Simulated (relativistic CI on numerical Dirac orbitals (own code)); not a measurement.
Radial parameters of Ho49+

Computed by Dirac-Coulomb-Breit CI, orbitals from a KLI potential per configuration, model QED (radiative potential, 1s self-energy scaled to tabulated hydrogen-like ionisation energies), unscaled Slater integrals (own radial code, finite nucleus).

Slater integrals F^k, G^k are unscaled and averaged over j, outside the closed core [Ne]; ζ comes from projecting the Hamiltonian with its Breit term on Σ l·s of the shell.

- 3s2 3p5 3d: ζ(3p) = 1.1508e+06, F^2(3p,3d) = 474230, G^1(3p,3d) = 495520, G^3(3p,3d) = 333890, ζ(3d) = 157370 cm⁻¹; <r>(3p) = 0.2086, <r^2>(3p) = 0.05037, <r>(3d) = 0.1849, <r^2>(3d) = 0.0395 (bohr units).
- 3s 3p6 3d: G^2(3s,3d) = 376590, ζ(3d) = 158070 cm⁻¹; <r>(3s) = 0.2134, <r^2>(3s) = 0.05199, <r>(3d) = 0.1851, <r^2>(3d) = 0.03956 (bohr units).
- 3s2 3p5 4s: ζ(3p) = 1.1627e+06, G^1(3p,4s) = 63096 cm⁻¹; <r>(3p) = 0.2076, <r^2>(3p) = 0.0499, <r>(4s) = 0.4024, <r^2>(4s) = 0.1824 (bohr units).

Averages of the first 10 configurations, taken without configuration mixing, which lowers the lowest level and can move excited configurations by several eV; other configurations of the list can lie among them:

```tsv
Configuration	Parity	States	Average energy above the lowest level (eV)
3s2 3p6	even	1	0.4
3s2 3p5 3d	odd	60	326.0
3s 3p6 3d	even	20	656.1
3s2 3p5 4s	odd	12	2004.0
3s2 3p5 4p	even	36	2129.2
3s2 3p5 4d	odd	60	2264.3
3p6 3d 4p	odd	60	3115.2
3s 3p6 4s	even	4	2335.8
3p6 3d2	even	45	1322.4
3p5 3d3	odd	720	1646.1
```
